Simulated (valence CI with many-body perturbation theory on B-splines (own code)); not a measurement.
**Level structure of Ba24+**

Computed by relativistic CI+MBPT: four valence electrons over a frozen Dirac-Fock core [Ar] 3d10, radial functions for each j: 11 s, 11 p, 10 d, 8 f, 5 g, 2 h, with the one-electron correlation potential Σ1, the two-electron term Σ2, the three-electron term Σ3, Breit, model QED; selected CI, second order for the rest, scaled by the run's own slope (own B-spline code, finite nucleus).

No measured spectrum was set against this ion. As an estimate, levels hold to about 250 cm⁻¹ or 0.2 % of their energy and the worst to 1 %, as in measured heavy ions of charge 2 to 7; those with d or f electrons hold less well. Among the levels kept, up to 470 cm⁻¹ of a level comes from second order outside the variational space, and about a tenth of that is noise between levels of different J, which matters for small intervals.

Levels 136 to 180 of 182, with energies above the lowest level, (4s^2 4p1/2^2) J=0. "Leading %" is the weight of the configuration and term that name the level; weights of strongly mixed levels are sums over their largest components and can fall short. In the jj column 3d3/2^4 stands for four electrons in 3d with j = 3/2.

| No. | Configuration | Term | J | E (cm⁻¹) | Leading % | Second component | g | Leading jj |
| --- | --- | --- | --- | --- | --- | --- | --- | --- |
| 136 | 4s 4p 4d2 | 5G° | 2 | 2235800 | 30 | 24 % 4s 4p2 4f 5G° | 0.629 | 4s 4p1/2^2 4f5/2 (46 %) |
| 137 | 4s 4p 4d2 | 5G° | 3 | 2239200 | 25 | 10 % 4s 4p2 4f 5F° | 1.110 | 4s 4p1/2 4d3/2 4d5/2 (37 %) |
| 138 | 4p3 4d | 3D° | 2 | 2240000 | 47 | 20 % 4p3 4d 3P° | 1.223 | 4p1/2 4p3/2^2 4d5/2 (77 %) |
| 139 | 4p3 4d | 3S° | 1 | 2242600 | 33 | 27 % 4p3 4d 1P° | 1.481 | 4p1/2 4p3/2^2 4d5/2 (64 %) |
| 140 | 4p3 4d | 3F° | 2 | 2243700 | 29 | 11 % 4p3 4d 3D° | 0.964 | 4p1/2 4p3/2^2 4d5/2 (48 %) |
| 141 | 4s 4p 4d2 | 5G° | 4 | 2246200 | 55 | 11 % 4s 4p 4d2 5F° | 1.200 | 4s 4p1/2 4d3/2 4d5/2 (57 %) |
| 142 | 4p3 4d | 3F° | 3 | 2253700 | 44 | 17 % 4p3 4d 1F° | 1.069 | 4p1/2 4p3/2^2 4d5/2 (54 %) |
| 143 | 4p3 4d | 1F° | 3 | 2255000 | 25 | 14 % 4s 4p2 4f 3G° | 1.095 | 4p1/2 4p3/2^2 4d5/2 (22 %) |
| 144 | 4p3 4d | 3D° | 3 | 2260300 | 22 | 15 % 4p3 4d 1F° | 1.090 | 4p1/2 4p3/2^2 4d5/2 (48 %) |
| 145 | 4s 4p 4d2 | 5D° | 0 | 2265700 | 87 | 5 % 4s 4p 4d2 3P° |  | 4s 4p1/2 4d3/2^2 (51 %) |
| 146 | 4s 4p 4d2 | 5D° | 2 | 2266700 | 33 | 10 % 4s 4p 4d2 5F° | 1.240 | 4s 4p1/2 4d3/2 4d5/2 (63 %) |
| 147 | 4s 4p 4d2 | 5D° | 1 | 2267600 | 61 | 13 % 4s 4p 4d2 3D° | 1.284 | 4s 4p1/2 4d3/2 4d5/2 (72 %) |
| 148 | 4s 4p 4d2 | 5G° | 5 | 2280400 | 50 | 11 % 4s 4p 4d2 5F° | 1.243 | 4s 4p1/2 4d3/2 4d5/2 (36 %) |
| 149 | 4p3 4d | 1D° | 2 | 2280800 | 18 | 9 % 4p3 4d 3P° | 1.122 | 4p1/2 4p3/2^2 4d5/2 (53 %) |
| 150 | 4s 4p 4d2 | 5F° | 1 | 2286800 | 22 | 16 % 4p3 4d 3D° | 0.746 | 4p1/2 4p3/2^2 4d3/2 (37 %) |
| 151 | 4s 4p 4d2 | 5D° | 3 | 2289700 | 20 | 12 % 4s 4p2 4f 3G° | 1.159 | 4s 4p1/2 4d3/2 4d5/2 (31 %) |
| 152 | 4s 4p 4d2 | 5F° | 1 | 2289900 | 26 | 9 % 4s 4p 4d2 5P° | 0.846 | 4s 4p1/2 4d3/2^2 (24 %) |
| 153 | 4s 4p 4d2 | 3H° | 4 | 2295500 | 42 | 12 % 4s 4p 4d2 3G° | 0.977 | 4s 4p1/2 4d3/2 4d5/2 (43 %) |
| 154 | 4s 4p 4d2 | 5P° | 1 | 2299300 | 43 | 17 % 4s 4p 4d2 5D° | 1.906 | 4s 4p1/2 4d3/2^2 (39 %) |
| 155 | 4s 4p 4d2 | 5D° | 2 | 2301700 | 29 | 28 % 4s 4p 4d2 5F° | 1.317 | 4s 4p1/2 4d3/2 4d5/2 (34 %) |
| 156 | 4s 4p 4d2 | 5D° | 4 | 2308400 | 26 | 12 % 4s 4p 4d2 3H° | 1.234 | 4s 4p1/2 4d5/2^2 (40 %) |
| 157 | 4s 4p 4d2 | 3F° | 2 | 2315900 | 40 | 7 % 4s 4p 4d2 5G° | 0.837 | 4s 4p1/2 4d3/2 4d5/2 (30 %) |
| 158 | 4s 4p 4d2 | 3H° | 5 | 2317900 | 24 | 16 % 4s 4p 4d2 3G° | 1.146 | 4s 4p1/2 4p3/2 4f7/2 (29 %) |
| 159 | 4s 4p 4d2 | 5D° | 3 | 2322900 | 25 | 15 % 4s 4p 4d2 5F° | 1.284 | 4s 4p1/2 4d3/2 4d5/2 (51 %) |
| 160 | 4s 4p2 4f | 5G° | 4 | 2335800 | 28 | 14 % 4s 4p 4d2 3F° | 1.213 | 4s 4p1/2 4p3/2 4f5/2 (35 %) |
| 161 | 4s 4p 4d2 | 5D° | 3 | 2336000 | 16 | 14 % 4s 4p 4d2 3G° | 1.054 | 4s 4p1/2 4d3/2 4d5/2 (36 %) |
| 162 | 4s 4p2 4f | 5G° | 5 | 2340000 | 36 | 26 % 4s 4p2 4f 5F° | 1.278 | 4s 4p1/2 4p3/2 4f7/2 (64 %) |
| 163 | 4s 4p 4d2 | 5P° | 2 | 2341000 | 30 | 24 % 4s 4p 4d2 5D° | 1.588 | 4s 4p1/2 4d3/2 4d5/2 (57 %) |
| 164 | 4s 4p 4d2 | 3D° | 1 | 2341700 | 46 | 8 % 4s 4p 4d2 3P° | 0.741 | 4s 4p1/2 4d3/2 4d5/2 (19 %) |
| 165 | 4s 4p2 4f | 5G° | 6 | 2343600 | 43 | 25 % 4s 4p2 4f 3H° | 1.275 | 4s 4p1/2 4p3/2 4f7/2 (62 %) |
| 166 | 4s 4p2 4f | 5G° | 3 | 2344300 | 20 | 20 % 4s 4p 4d2 5F° | 1.187 | 4s 4p1/2 4p3/2 4f5/2 (48 %) |
| 167 | 4s 4p2 4f | 5F° | 2 | 2344300 | 23 | 14 % 4s 4p2 4f 5D° | 1.148 | 4s 4p1/2 4p3/2 4f5/2 (51 %) |
| 168 | 4s 4p2 4f | 5F° | 4 | 2346300 | 13 | 12 % 4s 4p 4d2 5D° | 1.236 | 4s 4p1/2 4d3/2 4d5/2 (39 %) |
| 169 | 4s 4p2 4f | 5F° | 1 | 2348700 | 67 | 11 % 4s 4p2 4f 5D° | 0.347 | 4s 4p1/2 4p3/2 4f5/2 (80 %) |
| 170 | 4s 4p 4d2 | 3F° | 3 | 2352200 | 16 | 13 % 4s 4p 4d2 3G° | 1.060 | 4s 4p1/2 4d5/2^2 (30 %) |
| 171 | 4p3 4d | 3P° | 0 | 2352800 | 60 | 13 % 4s 4p 4d2 3P° |  | 4p3/2^3 4d3/2 (67 %) |
| 172 | 4p3 4d | 3F° | 4 | 2352900 | 25 | 20 % 4s 4p2 4f 5G° | 1.205 | 4p3/2^3 4d5/2 (41 %) |
| 173 | 4s 4p 4d2 | 3D° | 2 | 2353700 | 15 | 11 % 4s 4p2 4f 5F° | 1.205 | 4s 4p1/2 4d5/2^2 (29 %) |
| 174 | 4p3 4d | 3P° | 2 | 2363200 | 34 | 9 % 4p3 4d 1D° | 1.287 | 4p3/2^3 4d5/2 (62 %) |
| 175 | 4p3 4d | 3P° | 1 | 2366900 | 16 | 13 % 4s 4p2 4f 5D° | 1.168 | 4p3/2^3 4d3/2 (38 %) |
| 176 | 4s 4p2 4f | 3D° | 3 | 2370400 | 21 | 10 % 4s 4p2 4f 3G° | 1.056 | 4s 4p1/2 4p3/2 4f5/2 (20 %) |
| 177 | 4s 4p2 4f | 3G° | 5 | 2371900 | 39 | 37 % 4s 4p2 4f 5F° | 1.269 | 4s 4p1/2 4p3/2 4f7/2 (65 %) |
| 178 | 4s 4p2 4f | 5D° | 0 | 2373900 | 52 | 23 % 4s 4p 4d2 5D° |  | 4s 4p1/2 4p3/2 4f5/2 (49 %) |
| 179 | 4s 4p2 4f | 5D° | 2 | 2374600 | 27 | 14 % 4s 4p2 4f 5F° | 1.172 | 4s 4p1/2 4p3/2 4f5/2 (54 %) |
| 180 | 4s 4p2 4f | 3F° | 3 | 2375100 | 25 | 21 % 4s 4p2 4f 5F° | 1.201 | 4s 4p1/2 4p3/2 4f5/2 (46 %) |

Where two levels of one J and parity lie close, their mixing, g and order are uncertain.
